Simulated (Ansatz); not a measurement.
This geometry of H₇N₃Si (11 atoms, charge 0, multiplicity 1) is a first-order saddle point.

Theory: Ansatz, RKS PBE0/cc-pVDZ.

```xyz
11
Properties=species:S:1:pos:R:3
N -1.268 0.968 0.063
Si 0.307 0.185 0.108
N 0.147 -1.090 1.280
N 0.778 -0.564 -1.388
H -1.597 1.172 -0.878
H -1.360 1.815 0.618
H 1.398 1.180 0.410
H 0.985 -1.457 1.721
H -0.586 -0.957 1.969
H 1.053 0.029 -2.165
H 0.207 -1.338 -1.717
```

Task: Which two structures does it join? (They come from a converged band through this point; their orientation in space is the band's.)

Result: No bond is made or broken. The dihedral H5–N1–Si2–N3 goes from -179 to -60°.

First end point:

```xyz
11
Properties=species:S:1:pos:R:3
N -1.260 0.945 -0.087
Si 0.323 0.214 0.003
N 0.400 -0.337 1.656
N 0.466 -0.976 -1.266
H -1.538 1.324 -0.988
H -1.487 1.615 0.644
H 1.539 1.079 -0.186
H 1.294 -0.731 1.939
H -0.340 -0.975 1.939
H 1.032 -0.733 -2.073
H -0.364 -1.482 -1.559
```

Last end point:

```xyz
11
Properties=species:S:1:pos:R:3
N -1.122 1.213 0.212
Si 0.306 0.207 0.148
N -0.096 -1.137 1.177
N 0.877 -0.555 -1.318
H -1.995 0.803 -0.109
H -1.033 2.151 -0.169
H 1.421 1.144 0.522
H 0.610 -1.862 1.265
H -0.471 -0.906 2.092
H 1.343 0.048 -1.990
H 0.226 -1.164 -1.809
```

Task: How far does it lie above each of them?

Result: 0.066 eV above the first and 0.106 eV above the second. This is the barrier of this one path; another mechanism may lie lower.

Time of the run: 2.7 min on 2 threads of AMD EPYC 7R13 Processor (Zen 3) (shared host), peak memory 0.23 GiB.
